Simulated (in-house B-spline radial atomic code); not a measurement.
## Ionising neutral potassium with different functionals

Computed with an all-electron radial atomic-structure program (B-spline basis): non-relativistic Hamiltonian, point nucleus, spin-polarised at highest spin, spherical fractional occupations for the functionals, the average over the highest-spin determinants for Hartree-Fock. The ionisation energy is the difference of two self-consistent energies, [Ar] 4s1 → [Ne] 3s2 3p6, without Breit or QED terms; ε is the level of the shell that loses the electron (its least bound occupied spin orbital).

```tsv
method	rung	ΔSCF (eV)	-ε(4s) (eV)
Hartree-Fock	Hartree-Fock	4.01	4.02
HF fractional	Hartree-Fock	4.01	4.02
LDA VWN5	LDA	4.53	2.62
LDA PW92	LDA	4.53	2.62
LDA exchange-only	LDA	?	?
PBE	GGA	4.45	2.53
PBEsol	GGA	4.37	2.53
BLYP	GGA	4.44	2.40
RPBE	GGA	4.43	2.51
PW91	GGA	4.47	2.56
BP86	GGA	4.48	2.65
AM05	GGA	4.36	2.52
OLYP	GGA	4.30	2.32
TPSS	meta-GGA	4.26	2.47
SCAN	meta-GGA	4.27	2.59
r2SCAN	meta-GGA	4.25	2.58
revTPSS	meta-GGA	4.22	2.49
PBE0	global hybrid	4.38	2.99
B3LYP	global hybrid	4.50	2.90
TPSSh	global hybrid	4.24	2.64
BHandHLYP	global hybrid	4.34	3.32
r2SCAN0	global hybrid	4.27	3.01
B97-1	global hybrid	4.21	2.76
HSE06	range-separated hybrid	?	?
wB97X	range-separated hybrid	4.03	4.07
CAM-B3LYP	range-separated hybrid	4.43	3.68
LC-wPBE	range-separated hybrid	4.22	4.31
```

Problem. What does HSE06 give?

Solution. ΔSCF 4.38 eV, and -ε(4s) = 2.66 eV.

Problem. What does LDA exchange-only give?

Solution. ΔSCF 4.04 eV, and -ε(4s) = 2.19 eV.

Problem. Among the functionals, which spreads more, the ΔSCF values or the orbital energies?

Solution. The orbital energies: ΔSCF values span about 0.50 eV and the orbital energies 2.12 eV; here energy differences depend much less on the functional than eigenvalues do.

Problem. How do they compare with the NIST value?

Solution. NIST lists 4.341 eV (measured, ground level to ground level). Errors run from -0.33 to +0.19 eV; BHandHLYP is closest (-0.00 eV), but part of that can be cancellation, since the calculations leave out relativity, Breit-QED terms. Hartree-Fock also lacks correlation.
